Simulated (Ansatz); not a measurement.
A single point on C2H6BFS, SMILES `CBC(F)S`.

```yaml
crystal:
  periodic: [false, false, false]
  atoms:
    - {symbol: C, position_ang: [-1.176827, 0.674660, -0.758864]}
    - {symbol: B, position_ang: [0.116808, -0.185187, -0.523000]}
    - {symbol: C, position_ang: [1.092667, 0.126715, 0.640946]}
    - {symbol: F, position_ang: [0.961036, 1.260533, 1.377082]}
    - {symbol: S, position_ang: [0.024098, -1.234310, 1.379081]}
    - {symbol: H, position_ang: [-2.012882, 0.079499, -1.131665]}
    - {symbol: H, position_ang: [-1.508063, 1.234712, 0.118709]}
    - {symbol: H, position_ang: [-0.946820, 1.412970, -1.537172]}
    - {symbol: H, position_ang: [0.508448, -0.986983, -1.323091]}
    - {symbol: H, position_ang: [2.129862, -0.200901, 0.654347]}
    - {symbol: H, position_ang: [0.876974, -2.238810, 1.124330]}
basis:
  gaussian: {orbitals: def2-QZVPP}
correlation: {method: mp2}
```

```sh
$ ansatz run in.yaml --threads 4 --pin off --events-out ev --progress --plain --max-ram 10444MiB
```

Shortened log:

```
Functional definition: HF
2855 factors; integrals over basis functions are off by at most 8.9e-4 eV
mean field evaluation 1: about -16349.4435 eV, gradient 3.7e1 eV
mean field evaluation 2: about -16349.5989 eV, gradient 3.7e1 eV
mean field evaluation 4: about -16353.3401 eV, gradient 4.1e0 eV
mean field evaluation 8: about -16353.4086 eV, gradient 4.0e-1 eV
mean field evaluation 16: about -16353.4096 eV, gradient 1.6e-6 eV
mean field -16353.40961511 eV, -600.9767186162 hartree, gradient 1.6e-6 eV, S^2 0.000000; 0 other end points of the search recorded, 0 dependent functions left out
9 core orbitals not correlated: weight in the atoms' cores, before any rotation towards them, 1.000 or more for the frozen orbitals, at most 0.000 for the correlated occupied ones
reference -16353.40961511 eV, -600.9767186162 hartree; 15, 15 occupied and 454, 454 virtual orbitals, 2855 factors
second order -25.86807568 eV of doubles, -0.00000000 eV of singles
Total energy: -16379.27769079 eV, -601.9273528633 hartree
```

It took 19 s on 4 threads of an Arm Neoverse V2 on a shared host, with 3 GiB of host memory at the peak.
